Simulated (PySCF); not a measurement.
A GIAO shielding run with PySCF 2.14 (density fitting, non-relativistic, gas phase) on SMILES C=C[SiH2][C@](C)(Cl)CO, C₅H₁₁ClOSi:

```
$ OMP_NUM_THREADS=1 python probes_run.py task.json out

{"job": {"kind": "nmr", "xc": "PBE0", "basis": "pcSseg-1"}, "charge": 0, "multiplicity": 1}
C     -3.214022     0.315453     0.483101
C     -2.272504    -0.147559    -0.324719
Si    -0.745596    -1.088440     0.235424
C      0.781810    -0.033388    -0.263936
C      0.745946     1.379546     0.288001
Cl     0.705989     0.075897    -2.076810
C      2.104489    -0.717365     0.065225
O      3.228010    -0.007764    -0.376200
H     -3.165007     0.173238     1.550166
H     -4.075712     0.854650     0.120143
H     -2.381773     0.026116    -1.389128
H     -0.637227    -2.374576    -0.456629
H     -0.717968    -1.256367     1.691381
H      1.642337     1.929153     0.003800
H      0.700603     1.335104     1.374603
H     -0.128677     1.915180    -0.073998
H      2.201431    -0.792039     1.151313
H      2.102183    -1.735280    -0.352014
H      3.115885     0.157694    -1.322581
```

Hardware: 1 thread of an Arm Neoverse V1, shared host. The job also computes population analyses, field gradients.

(1) How large is the calculation?

(2) How long does it take, and how much memory does it need?

Answers

(1) 80 electrons, 205 basis functions and 1108 auxiliary functions.

(2) 35 s of wall time, with 14 SCF cycles and 5 response iterations; peak memory 0.93 GiB. Times on a shared host scatter by some tens of per cent.
